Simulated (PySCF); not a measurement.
Compound: C3H6O2S2Si.
SMILES with atom numbers: `[O:1]=[CH:2][O:3][SiH:4]1[S:5][CH2:6][CH2:7][S:8]1`

Cartesian coordinates in Å at the GFN2-xTB level; atoms count from 1:
```
atom  x, y, z in Å
O1     3.686    0.263   -0.253
C2     3.236    0.017    0.820
O3     1.960    0.057    1.138
Si4    0.742    0.407    0.084
S5    -0.240   -1.347   -0.630
C6    -1.855   -0.978    0.157
C7    -2.102    0.508    0.267
S8    -0.790    1.311    1.248
H9     3.838   -0.278    1.695
H10    1.158    1.252   -1.017
H11   -1.852   -1.445    1.142
H12   -2.613   -1.452   -0.465
H13   -2.128    0.981   -0.714
H14   -3.041    0.701    0.786
```

NICS is the negative of the GIAO shielding at a point without a nucleus: at the ring centre (0) and 1 Å above and below it (1); zz is the component along the ring normal. Level: GIAO PBE0/pcSseg-1 (PySCF, non-relativistic, gas phase) on the GFN2-xTB geometry, one conformer.

Ring bond lengths (Å), with Mayer bond orders in brackets: Si4–S5 2.134 (0.99), S5–C6 1.834 (0.99), C6–C7 1.511 (1.00), C7–S8 1.825 (1.00), S8–Si4 2.126 (0.98).

Q: Give the NICS values of each ring in ppm.

A: 
```
           ring                                                      type  NICS(0)  NICS(1), two faces  NICS(1)zz, two faces  rms pucker (Å)  centre to ring atoms, mean (Å)
Si4–S5–C6–C7–S8  5-membered ring with 2 S and Si; formal bonds all single     -8.9         -5.5 / -4.8           -3.7 / -1.7            0.24                            1.56
```

Q: What do they say, and how far can they be read as aromaticity?

A: 
- Si4–S5–C6–C7–S8: mean NICS(1)zz -2.7 ppm, near zero. Si4, C6, C7 have four or more neighbours; no verdict on aromaticity is drawn.

Q: What is the mean of the two in-plane components of NICS at the first NICS(1) probe listed for ring Si4–S5–C6–C7–S8, 1 Å off the ring?

A: The isotropic value is a third of the trace: (3 × -5.5 − (-3.7))/2 = -6.4 ppm.

Q: What are the shieldings of the ring atoms and their hydrogens in the same run (means over atoms taken as equivalent)?

A: 
```csv
atoms,environment,σ isotropic (ppm),"principal values of the symmetric part, first atom (ppm)"
Si4,oxygen-bound silicon,327.3,"275.4, 344.8, 361.5"
S5 (×2),sulfur bonded to C and Si,608.4,"459.9, 622.6, 703.1"
C6 (×2),sp3 carbon bound to sulfur,146.2,"115.5, 156.0, 166.2"
H10,Si–H hydrogen,24.96,"20.9, 22.8, 31.2"
H11 (×2),methylene hydrogen,28.64,"23.2, 26.5, 36.2"
H12 (×2),methylene hydrogen,28.86,"22.1, 26.7, 37.2"
```
